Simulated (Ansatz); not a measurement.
Consider the cleavage of the Si–Si bond: `C[SiH](O)[SiH3]` + `OP[SiH3]` → `OP([SiH3])[SiH3]` + `C[SiH2]O`.

Computed with Ansatz on PBE0-D4/def2-TZVP structures; ΔE is electronic, products minus reactants. CCSD(T)/CBS is the MP2 limit (def2-TZVPP, def2-QZVPP) plus CCSD(T) − MP2 in def2-TZVPP, frozen cores. This one scheme is used for every species. DFT in def2-TZVPP. B3LYP here is the variant with VWN-RPA as its local correlation; programs differ in this. One conformer a species, not always the lowest.

(1) Is it downhill or uphill in electronic energy at CCSD(T)/CBS, and by how much? (Estimate.)

(2) What do these levels give: r2SCAN-D4, ωB97M-V, PBE0, B3LYP, MP2/def2-TZVPP, MP2/def2-QZVPP? (Best estimate.)

Largest T1 diagnostic among the species: 0.014.

## Answers

(1) The calculation gave: Downhill: ΔE = -25.0 kJ/mol.

(2) The calculation gave: r2SCAN-D4 -24.8, ωB97M-V -26.2, PBE0 -20.0, B3LYP -20.0, MP2/def2-TZVPP -29.2, MP2/def2-QZVPP -30.4 kJ/mol.

The D4 term adds −3.7 kJ/mol with B3LYP and −1.9 kJ/mol with PBE0; it sums over pairs of atoms, weighted by their polarisabilities, and B3LYP, whose exchange is more repulsive, gets the larger term.
